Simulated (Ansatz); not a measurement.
B₂N₃⁻ was relaxed with r2SCAN-D4 (def2-SVPD) in Ansatz in these states: charge -1 quintet, charge -1 triplet. The geometries follow in no particular order.

A:

Cartesian coordinates in Å:
```
B -0.865 -1.223 -0.136
B 0.311 1.178 0.216
N -0.032 -2.363 -0.528
N 0.856 2.399 0.404
N -0.271 0.009 0.046
```

B:

| atom | x (Å) | y (Å) | z (Å) |
| --- | --- | --- | --- |
| B1 | 0.682 | 0.467 | -1.046 |
| B2 | -0.682 | -0.467 | 1.046 |
| N3 | 1.357 | 0.929 | -2.083 |
| N4 | -1.357 | -0.930 | 2.083 |
| N5 | 0.000 | 0.001 | 0.000 |

Judge from the bond lengths which geometry belongs to which state (an estimate).

A is the charge -1 quintet (B1–N3 1.465 Å, B1–N5 1.380 Å, B2–N4 1.350 Å); B is the charge -1 triplet (B1–N3 1.321 Å, B1–N5 1.333 Å, B2–N4 1.321 Å).

At r2SCAN-D4/def2-SVPD the highest occupied level of the charge -1 quintet lies above zero (up to 0.50 eV). It is a level of α spin, whose loss leaves a quartet; that state wasn't run at this geometry and level. The electron is either unbound and held by the finite basis, or the level is raised by self-interaction error. At PBE0-D4/def2-TZVPD a triplet lies 3.14 eV below the charge -1 quintet. These are the stationary points nearest to one start from a short search; other shapes may lie lower in each state.
